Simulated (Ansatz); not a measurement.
Basis-set extrapolation for `CO[Si](C)(N)Cl` (PBE0-D4/def2-TZVP geometry, frozen core, the Gaussian-basis code of Ansatz). Multiplicity 1, RHF reference.

```tsv
	def2-TZVPP	def2-QZVPP
HF	-958.405343	-958.437815
MP2 correlation	-1.109547	-1.196282
CCSD(T) correlation	-1.210105	not run
```

Energies in hartree. Use E(X) = E(∞) + A·exp(−7.88·√X) for Hartree–Fock and E(X) = E(∞) + B·X^(−2.97) for correlation, with X = 3 and 4, and add CCSD(T) minus MP2 of the smaller set to the MP2 limit.

What is the CCSD(T) energy at the basis-set limit?

HF limit: -958.437815 + (-0.032472) × 0.13774 = -958.44229. MP2 limit: -1.196282 + (-0.086735) × 0.74074 = -1.26053. Higher-order term: -1.210105 − (-1.109547) = -0.10056. Total: -959.80338 hartree, 493.4 kJ/mol below CCSD(T)/def2-TZVPP.
